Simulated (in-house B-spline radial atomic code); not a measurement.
Si II (Si+) is squeezed into an impenetrable sphere of radius R (the orbitals vanish at R). All numbers are computed (scalar-relativistic (X2C) Hartree-Fock, spin-polarised, averaged over the determinants with the given up and down occupations; Fermi nucleus of rms radius 3.1224 fm) with a radial B-spline atomic code at the basis-set limit, not measured.

Energies in eV above the free ion in [Ne] 3s2 3p1:

```tsv
R (bohr)	highest level (eV)	[Ne] 3s2 3p1	[Ne] 3s2 3d1	[He] 2s2 2p5 3s2 3p1 3d1
8.23	-15.9	0.004112	9.124	110.9
5.84	-15.7	0.2322	10.51	111.8
5.15	-15.3	0.7132	11.75	112.7
4.49	-14.4	2.058	14.12	114.6
3.89	-12.4	5.362	18.65	118.9
3.17	-6.4	17.07	32.03	133.2
2.41	12.6	61.7	76.64	186.1
2.03	36.5	124.9	135.8	259.8
1.61	95.9	301	295.4	460.6
1.23	247	781.9	726.8	993
```

(1) Does [Ne] 3s2 3d1 fall below [Ne] 3s2 3p1 under compression?

(2) Does [He] 2s2 2p5 3s2 3p1 3d1 fall below [Ne] 3s2 3p1 under compression?

The highest level is first positive in the row R = 2.41 bohr, pushed up by confinement above the zero of the free ion's potential. Each configuration is held fixed and needn't be the lowest in the sphere.

Answers

(1) Yes, between R = 2.03 and 1.61 bohr the order changes (near 1.75 bohr by linear interpolation).

(2) No, it stays above over the whole range.
